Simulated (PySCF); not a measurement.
Species: `FB(F)[SiH2]N[SiH3]`. The columns A, B, C and D hold Mulliken, IAO, Hirshfeld and ESP-fitted charges (e) of one PBE0/pcSseg-1 density (PySCF), in a shuffled order. Coordinates in Å (PBE0-D3(BJ)/def2-SVP); the density's dipole moment is (1.11, -1.29, 0.55) D.

| atom | x | y | z | A | B | C | D |
| --- | --- | --- | --- | --- | --- | --- | --- |
| F1 | -2.041 | 1.072 | 0.150 | -0.301 | -0.248 | -0.280 | -0.126 |
| B2 | -1.754 | 0.325 | -0.902 | +0.484 | +0.558 | +0.501 | +0.230 |
| F3 | -2.478 | 0.534 | -1.984 | -0.298 | -0.265 | -0.275 | -0.136 |
| Si4 | -0.303 | -1.094 | -0.813 | +0.682 | +0.252 | +0.516 | +0.299 |
| N5 | 0.776 | -0.706 | 0.499 | -0.926 | -0.689 | -0.851 | -0.329 |
| Si6 | 1.201 | 0.879 | 1.083 | +0.734 | +0.422 | +0.636 | +0.344 |
| H7 | 0.370 | -1.208 | -2.148 | -0.135 | -0.080 | -0.082 | -0.085 |
| H8 | -0.955 | -2.417 | -0.547 | -0.111 | -0.074 | -0.082 | -0.076 |
| H9 | 1.228 | -1.493 | 0.954 | +0.270 | +0.380 | +0.230 | +0.122 |
| H10 | 2.679 | 0.977 | 1.292 | -0.131 | -0.092 | -0.101 | -0.082 |
| H11 | 0.783 | 1.859 | 0.036 | -0.128 | -0.065 | -0.117 | -0.078 |
| H12 | 0.533 | 1.242 | 2.371 | -0.139 | -0.100 | -0.097 | -0.084 |

**Question.** Which column most likely holds the ESP-fitted charges?

**Answer.** B. Σ q r misses the density's dipole by 0.03 D (B), 0.73 D (A), 0.82 D (C), 0.84 D (D). Charges fitted to the outside potential are the only set here that is tied to the molecule's multipoles.

**Question.** And the Hirshfeld charges?

**Answer.** D. The mean sizes are 0.166 e (D), 0.269 e (B), 0.314 e (C), 0.362 e (A), and Hirshfeld charges are commonly the smallest of these schemes.

As computed, A = IAO, B = ESP-fitted, C = Mulliken, D = Hirshfeld.

The Hirshfeld scheme weights the molecular density at each point by an atom's share of the summed free-atom densities. The Mulliken scheme counts on each atom the diagonal of the density matrix times the overlap matrix over that atom's basis functions.

Geometry: PBE0-D3(BJ)/def2-SVP, one conformer, isolated molecule.

The values belong to the conformer `[F:1][B:2]([F:3])[SiH2:4][NH:5][SiH3:6]`: F1–B2–Si4–N5 -22°, B2–Si4–N5–Si6 -32°.
